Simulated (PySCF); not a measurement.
Polarisability and C₆ of Xe (xenon, neutral)

[Xe], closed-shell 1S. All numbers are calculated (PySCF 2.14, scalar relativity through the core potential, in aug-cc-pV5Z-PP with ECP28MDF (8s8p6d4f3g2h, 139 functions)). Coupled (time-dependent) response in atomic units; α is the mean over directions.

| method | mean α (bohr³) | C₆ (like pair) | S(−4) |
| --- | --- | --- | --- |
| UHF | 26.76 | 281.0 | 121.2 |
| PBE | 29.00 | 308.4 | 157.0 |
| PBE0 | 27.88 | 294.5 | 138.5 |

S(−4) is the Cauchy moment in α(ω) = α(0) + S(−4) ω² + …

Reference α: 27.32 ± 0.2 bohr³ (recommended; Schwerdtfeger and Nagle, table of static dipole polarizabilities (2023 update)). Published C₆: 302.0 (Gould and Bucko (2016)).

α(iu) at PBE:

```
u (hartree)  α(iu) (bohr³)
          0          29.00
     0.0500          28.62
      0.100          27.54
      0.200          24.11
      0.300          20.25
      0.500          13.92
      0.750          9.054
       1.00          6.281
       1.50          3.551
       2.00          2.327
       3.00          1.274
       5.00         0.5820
```

A single London oscillator, α(iu) = α/(1 + u²/ω²), gives C₆ = (3/4) ω α². Matching the computed C₆ needs ω = 4 × 308.4 / (3 × 29.00²) = 0.489 hartree.

Energies and moments cover only the electrons outside the core potential.
